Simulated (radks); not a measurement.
Problem. These are the eigenvalues of the occupied orbitals of an atom or ion with whole-number occupations (hartree). Calculated with a radial shooting solver on a logarithmic mesh with Libxc functionals: Dirac Kohn-Sham, Slater X-alpha with alpha = 0.666, spin-unpolarised, spherical densities, finite nucleus; Fermi nuclear charge, rms radius of each element as measured or else 0.836 A^(1/3) + 0.57 fm.

| orbital | eigenvalue |
|---|---|
| 1s1/2 | -77.07796 |
| 2s1/2 | -7.15116 |
| 2p1/2 | -5.38849 |
| 2p3/2 | -5.35478 |
| 3s1/2 | -1.19867 |
| 3p1/2 | -0.84994 |

Which element is it, and in what charge state? The configuration may be excited. Open shells, if any, fill j = l - 1/2 first.

Solution. Z = 15, phosphorus, charge +2: P2+ in [Ne] 3s2 3p1. The list shows which subshells hold electrons but not how many an open one holds; the 1s level, -77.078 hartree, gives Z - s = 12.4 by -(Z - s)^2/2, which with screening and relativity narrows Z to a few neighbours, and the depths of the outer levels then fix element, charge and occupations together.
